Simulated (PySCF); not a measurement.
# Working with the constants of LaC

ROHF-CCSD(T) constants of LaC, quartet, about 0.1 electrons in the 4f shell (Mulliken) (basis La def2-TZVPP with ECP46, C def2-TZVPP; scalar-relativistic core potentials; PySCF 2.14; masses 138.9063 and 12.0000 u):

- ωe: 633.8 cm⁻¹
- ωexe: 2.85 cm⁻¹
- Be: 0.32737 cm⁻¹
- αe: 0.00180 cm⁻¹
- De to La (5d1 6s2) + C: 3.78 eV

Task: What force constant and bond length do these constants imply?

Result: Reduced mass μred = 11.046 u; k = 5.8918×10⁻⁷·μred·ωe² (u, cm⁻¹, mdyn/Å) = 2.61 mdyn/Å; Re = √(16.8576/(μred·Be)) (u, cm⁻¹, Å) = 2.159 Å.

Task: Estimate the centrifugal constant D from the Kratzer relation and find the Dunham coefficient a1.

Result: D = 4Be³/ωe² = 3.49e-07 cm⁻¹; a1 = −1 − αeωe/(6Be²) = -2.77.

Correlated steps freeze 1 core orbital. These are scalar-relativistic numbers at best; spin–orbit coupling would shift them, the dissociation energy most. The state is the lowest single determinant that the PBE0 search found; with open d or f shells the true ground state can be another one.
